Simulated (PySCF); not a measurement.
Q: What does the PBE0-D3(BJ)/def2-SVP structure of `C=C[CH2][GaH2-][NH3+]` look like in three dimensions?

A: 
```xyz
15
C3H10GaN angstrom
C     -1.3356    1.2888    0.9482
C     -1.4483    0.1337    0.2636
C     -0.7466   -1.1314    0.5355
Ga     0.8620   -1.2665   -0.7007
N      1.5723    0.7013   -0.3573
H     -0.7645    1.3453    1.8829
H     -1.8719    2.1898    0.6389
H     -2.0738    0.1456   -0.6406
H     -0.3939   -1.1999    1.5772
H     -1.3818   -2.0045    0.3192
H      0.5378   -1.1800   -2.2475
H      2.0709   -2.1410   -0.1766
H      0.7314    1.2377   -0.0944
H      1.9953    1.1380   -1.1745
H      2.2378    0.7591    0.4124
```

Any rigid rotation of these coordinates is as good. Atoms count from 1 in this order. Ga4 (gallium bonded to C, N and 2 H) has angles from 96.0° to 120.7°. Of the pairs four or more bonds apart, C1···H13 is among the closest relative to their van der Waals radii: 2.32 Å, 80 % of the sum of Bondi's values. The 2 C–C bonds span 1.347 Å (C1=C2, drawn double) to 1.472 Å (C2–C3, drawn single), a spread of 0.125 Å. N5 (nitrogen bonded to Ga and 3 H) is distorted tetrahedral (angles from 104.5° to 114.0°).

Bonds between heavy atoms (Å): C1=C2 1.347, C2–C3 1.472, C3–Ga4 2.033, Ga4–N5 2.120.

Method: PBE0-D3(BJ)/def2-SVP geometry optimisation, gas phase in PySCF.

Point group: C1 (no symmetry element, even within 0.4 Å). Stationary, but not proved a minimum. One conformer, not necessarily the lowest (C1–C2–C3–Ga4 -98°, C2–C3–Ga4–N5 47°).
